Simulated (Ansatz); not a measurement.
This geometry of a periodic cell of 17 atoms, Rb₁₆N (host Rb, host structure bcc, interstitial N) is a first-order saddle point.

Theory: Ansatz, DFT PBE, scalar-relativistic, plane waves, PAW. Settings: cutoff 420 eV, k mesh 2x2x2, fermi-dirac smearing 0.1 eV, no spin polarisation.

```xyz
17
Lattice="11.1800 0.0000 0.0000 0.0000 11.1800 0.0000 0.0000 0.0000 11.1800" Properties=species:S:1:pos:R:3
Rb -0.002 -0.338 -0.357
Rb 5.588 0.064 0.062
Rb -0.002 5.849 -0.358
Rb -0.002 -0.300 5.862
Rb 2.558 2.758 2.848
Rb 5.588 5.449 0.059
Rb 5.588 -0.274 5.460
Rb 8.618 2.758 2.848
Rb -0.002 5.814 5.867
Rb 2.530 8.345 2.444
Rb 2.897 2.755 8.247
Rb 5.588 5.787 5.462
Rb 8.646 8.344 2.444
Rb 8.279 2.755 8.247
Rb 2.494 8.348 8.665
Rb 8.682 8.348 8.665
N -0.002 8.346 9.745
```

Question: Which two structures does it join? (They come from a converged band through this point; their orientation in space is the band's.)

Answer: Contacts lost: Rb1–Rb3, Rb1–Rb4, Rb3–Rb9, Rb4–Rb9, Rb4–N17, Rb5–Rb8, Rb7–Rb10, Rb7–Rb13. Contacts made: Rb1–Rb5, Rb1–Rb8, Rb3–Rb5, Rb3–Rb8, Rb4–Rb5, Rb4–Rb8, Rb5–Rb9, Rb7–Rb12. The atom that moves furthest is N17, by 2.72 Å; four of its nearest neighbours are Rb16 2.86, Rb15 2.86, Rb1 2.92, Rb3 2.92 Å at the first end and Rb1 2.86, Rb3 2.86, Rb10 2.90, Rb13 2.90 Å at the last.

Image 0:

```xyz
17
Lattice="11.1800 0.0000 0.0000 0.0000 11.1800 0.0000 0.0000 0.0000 11.1800" Properties=species:S:1:pos:R:3
Rb -0.002 -0.820 -0.718
Rb 5.589 0.037 0.133
Rb -0.002 6.248 -0.729
Rb -0.002 -0.809 6.309
Rb 2.367 2.714 2.797
Rb 5.589 5.390 0.121
Rb 5.589 0.036 5.464
Rb 8.810 2.714 2.797
Rb -0.002 6.238 6.324
Rb 2.732 8.297 2.798
Rb 2.741 2.707 8.388
Rb 5.589 5.391 5.475
Rb 8.446 8.297 2.798
Rb 8.437 2.708 8.388
Rb 2.857 8.308 8.392
Rb 8.323 8.309 8.392
N -0.001 8.314 8.385
```

Image 6:

```xyz
17
Lattice="11.1800 0.0000 0.0000 0.0000 11.1800 0.0000 0.0000 0.0000 11.1800" Properties=species:S:1:pos:R:3
Rb -0.003 0.063 -0.068
Rb 5.587 -0.052 -0.071
Rb -0.003 5.531 -0.068
Rb -0.003 -0.059 5.503
Rb 2.921 2.798 2.847
Rb 5.587 5.650 -0.069
Rb 5.587 -0.435 5.502
Rb 8.253 2.799 2.847
Rb -0.003 5.658 5.502
Rb 2.052 8.391 1.976
Rb 2.921 2.801 8.168
Rb 5.587 6.034 5.499
Rb 9.123 8.391 1.977
Rb 8.253 2.801 8.168
Rb 2.066 8.389 9.042
Rb 9.105 8.389 9.042
N -0.002 8.388 11.107
```

Question: How far does it lie above each of them?

Answer: 0.44 eV above the first and 0.44 eV above the second. This is the barrier of this one path; another mechanism may lie lower. Limits of this set-up: coarse k mesh, odd electron count without spin, a small cell, in which the defect meets its images.

The run took 7.2 min on 4 threads of Intel(R) Xeon(R) Platinum 8488C (Sapphire Rapids), on a shared host, peak memory 5.7 GiB.
